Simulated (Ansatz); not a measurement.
The inner images of a band of CH2OSTe (6 atoms, charge 0, multiplicity 1) are given out of order.

The calculation used RHF/def2-SVP in Ansatz.

Initial state:

```xyz
6
Properties=species:S:1:pos:R:3
O 1.200 0.006 -0.461
C 0.266 -0.691 0.140
S 0.477 -2.218 0.610
Te -1.626 0.247 0.508
H 0.934 0.887 -0.680
H -1.209 1.704 -0.162
```

Final state:

```xyz
6
Properties=species:S:1:pos:R:3
O 0.882 0.417 -0.488
C 0.145 -0.482 0.108
S 0.632 -1.987 0.463
Te -1.803 0.218 0.587
H 1.741 0.047 -0.677
H -1.554 1.722 -0.040
```

Put them in order from the first end to the last, with their energies above the first end.
A.
```xyz
6
Properties=species:S:1:pos:R:3
O 1.218 0.038 -0.432
C 0.267 -0.681 0.121
S 0.492 -2.209 0.576
Te -1.662 0.209 0.419
H 0.901 0.812 -0.874
H -1.174 1.767 0.144
```
B.
```xyz
6
Properties=species:S:1:pos:R:3
O 1.130 0.280 -0.290
C 0.218 -0.617 0.101
S 0.487 -2.196 0.184
Te -1.663 0.211 0.679
H 1.046 0.481 -1.214
H -1.176 1.776 0.494
```
C.
```xyz
6
Properties=species:S:1:pos:R:3
O 0.975 0.390 -0.372
C 0.189 -0.583 0.082
S 0.494 -2.161 0.027
Te -1.613 0.207 0.890
H 1.147 0.315 -1.300
H -1.150 1.768 0.628
```
D.
```xyz
6
Properties=species:S:1:pos:R:3
O 1.215 0.146 -0.322
C 0.249 -0.651 0.111
S 0.481 -2.215 0.388
Te -1.672 0.213 0.510
H 0.956 0.662 -1.073
H -1.187 1.783 0.340
```
E.
```xyz
6
Properties=species:S:1:pos:R:3
O 0.798 0.448 -0.535
C 0.153 -0.543 0.039
S 0.494 -2.118 -0.091
Te -1.520 0.207 1.110
H 1.242 0.174 -1.328
H -1.125 1.768 0.758
```

A (+0.025 eV), D (+0.161 eV), B (+0.264 eV), C (+0.132 eV), E (-0.163 eV).

The run took 2.5 min on 1 thread of Intel(R) Xeon(R) Platinum 8488C (Sapphire Rapids), with other jobs on the host, peak memory 0.17 GiB.
